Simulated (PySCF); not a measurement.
## Substituent effects on chemical shifts

Parent skeleton `[CH3:1][C:2](=[O:3])[CH:4]=[C:5]([CH3:6])[O-:7]`; one hydrogen on atom 6 is replaced by X. Hydrogens on one atom are averaged.

[PySCF: shielding tensors at PBE0/pcSseg-1 (GIAO); geometry from GFN2-xTB; no solvent model; averaged over atoms made equivalent by symmetry, fast rotation or ring inversion; one computed conformer; non-relativistic]

δ = σ(ref) − σ, references computed at the same level: $^{13}$C (186.93 ppm) and $^{1}$H (31.72 ppm) against TMS; $^{17}$O (336.08 ppm) vs H2O.

Parent (X = H): C1 33.1, C2 187.0, O3 469.0, C4 95.9, C5 187.0, C6 33.1, O7 469.0, H(C1) 1.74, H(C4) 4.59 ppm. Effects are Δδ = δ(X) − δ(H), positive for deshielding.

**Question.** Order these by the shift of C2, most shielded first.
A. X = CH2OCH3
B. X = CONH2
C. X = CN

**Answer.** C (+0.3 ppm), A (+5.5 ppm), B (+7.4 ppm).

**Question.** Order these by the shift of C4, most shielded first.
A. X = CN
B. X = CH2OCH3
C. X = CONH2

**Answer.** A (+0.3 ppm), B (+2.8 ppm), C (+6.6 ppm).

**Question.** Order these by the shift of O3, most shielded first.
A. X = CH2OCH3
B. X = CN
C. X = CONH2

**Answer.** B (-27.2 ppm), A (+28.9 ppm), C (+54.2 ppm).

Unscaled 17O shifts of doubly bonded oxygen tend to come out too high, by tens of ppm or more. Experimental scales use liquid or dissolved standards, which lie at an offset from isolated H2O (liquid H2O: subtract about 36 ppm).
